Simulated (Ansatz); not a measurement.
`CC[Si]Cl` + silanol → `CC[Si]O[SiH3]` + HCl at 600 K and 1 bar (ligand exchange at the Si–Cl bond).

Program: Ansatz. Geometries: PBE0-D4/def2-TZVP. ΔE: electronic, gas phase. CBS: MP2 limit from def2 TZ/QZ plus the TZ coupled-cluster correction, frozen cores. This one scheme is used for every species. Each species was taken in one conformer, which may not be the lowest.

| species | CCSD(T)/CBS energy (Eh) | H − E (kJ/mol) | S (J/(mol·K)) |
| --- | --- | --- | --- |
| `CC[Si]Cl` | -827.97738 | 223.6 | 409.1 |
| `O[SiH3]` | -366.69042 | 135.7 | 307.9 |
| `CC[Si]O[SiH3]` | -734.29002 | 320.7 | 491.2 |
| HCl | -460.38127 | 35.4 | 207.2 |

H − E and S are ideal-gas, rigid-rotor, harmonic terms from PBE0-D4/def2-TZVP, for one conformer and one mirror image of each species. 1 Eh = 2625.50 kJ/mol, R = 8.31446 J/(mol·K).

Q: By hand: ΔE, ΔH, ΔS and ΔG.

A: ΔE = (-734.29002) + (-460.38127) − (-827.97738) − (-366.69042) = -0.00349 Eh = -9.2 kJ/mol. Δ(H − E) = 320.7 + 35.4 − 223.6 − 135.7 = -3.2, so ΔH = -12.4 kJ/mol. ΔS = 491.2 + 207.2 − 409.1 − 307.9 = -18.6 J/(mol·K). ΔG = -12.4 − 600 × (-18.6)/1000 = -1.2 kJ/mol.

Q: By hand: the equilibrium constant, and the temperature at which ΔG would vanish if ΔH and ΔS stayed fixed.

A: log₁₀ K = −ΔG/(RT ln 10) = 0.1. ΔG = 0 at ΔH/ΔS = 667 K, though so small a ΔS makes that figure unsure.

TΔS isn't small against ΔH here. The sign of ΔG lies within the doubt. A doubt of 5 kJ/mol in ΔE shifts log₁₀ K by 0.4 here. Other conformers and mirror images would add mixing entropy, several J/(mol·K) or more a flexible species. Modes under 60 cm⁻¹, often nearly free rotors, make the harmonic entropy too high. These are equilibria of isolated gas molecules and say nothing of rates. Largest T1 diagnostic: 0.013 (customary marks: 0.02 for closed shells, 0.045 for open ones).
